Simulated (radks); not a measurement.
Results of a calculation; reference values are marked as such.
Species: Sn. Configuration: [Kr] 4d10 5s2 5p2. Code: a radial shooting solver on a logarithmic mesh with Libxc functionals. Model: Dirac Kohn-Sham, PBE, spin-unpolarised, spherical densities, finite nucleus; open shells fill j = l - 1/2 first; Fermi nuclear charge, rms radius 4.6519 fm.

Normalised radial functions P(r) = r R(r) (large component), r in bohr:

| r | 4p1/2 | 4d5/2 |
|---|---|---|
| 0.005152 | 0.0242 | 0.0002 |
| 0.00595 | 0.0301 | 0.0003 |
| 0.006927 | 0.0379 | 0.0004 |
| 0.007999 | 0.0473 | 0.0006 |
| 0.009313 | 0.0595 | 0.0010 |
| 0.01076 | 0.0739 | 0.0015 |
| 0.01252 | 0.0926 | 0.0023 |
| 0.01446 | 0.1141 | 0.0034 |
| 0.01683 | 0.1413 | 0.0051 |
| 0.01944 | 0.1717 | 0.0076 |
| 0.02263 | 0.2088 | 0.0113 |
| 0.02635 | 0.2507 | 0.0168 |
| 0.03043 | 0.2938 | 0.0242 |
| 0.03542 | 0.3407 | 0.0351 |
| 0.04091 | 0.3833 | 0.0496 |
| 0.04763 | 0.4215 | 0.0703 |
| 0.055 | 0.4450 | 0.0965 |
| 0.06403 | 0.4483 | 0.1324 |
| 0.07395 | 0.4227 | 0.1753 |
| 0.08609 | 0.3571 | 0.2303 |
| 0.09942 | 0.2530 | 0.2908 |
| 0.1157 | 0.0987 | 0.3605 |
| 0.1337 | -0.0822 | 0.4271 |
| 0.1556 | -0.2908 | 0.4892 |
| 0.1797 | -0.4778 | 0.5297 |
| 0.2092 | -0.6260 | 0.5394 |
| 0.2416 | -0.6824 | 0.5045 |
| 0.2813 | -0.6211 | 0.4102 |
| 0.3249 | -0.4361 | 0.2622 |
| 0.3782 | -0.1208 | 0.0491 |
| 0.4368 | 0.2505 | -0.1913 |
| 0.5084 | 0.6518 | -0.4588 |
| 0.5919 | 0.9867 | -0.7064 |
| 0.6836 | 1.1838 | -0.8908 |
| 0.7958 | 1.2335 | -1.0058 |
| 0.9191 | 1.1400 | -1.0294 |
| 1.07 | 0.9377 | -0.9715 |
| 1.236 | 0.7038 | -0.8574 |
| 1.439 | 0.4670 | -0.7012 |
| 1.661 | 0.2849 | -0.5440 |
| 1.934 | 0.1502 | -0.3891 |
| 2.234 | 0.0725 | -0.2650 |
| 2.6 | 0.0291 | -0.1637 |
| 3.003 | 0.0105 | -0.0956 |
| 3.496 | 0.0030 | -0.0492 |
| 4.037 | 0.0007 | -0.0236 |
| 4.7 | 0.0001 | -0.0096 |
| 5.428 | 0.0000 | -0.0035 |
| 6.319 | 0.0000 | -0.0011 |
| 7.298 | 0.0000 | -0.0003 |
| 8.496 | 0.0000 | -0.0001 |
| 9.812 | 0.0000 | 0.0000 |
| 11.42 | 0.0000 | 0.0000 |

4p1/2: eigenvalue -94.536 eV, 2 radial nodes at r = 0.126, 0.397 bohr, <r> = 0.866 bohr, 90 % of the charge inside 1.27 bohr. 4d5/2: eigenvalue -25.073 eV, 1 radial node at r = 0.390 bohr, <r> = 1.11 bohr, 90 % of the charge inside 1.72 bohr.
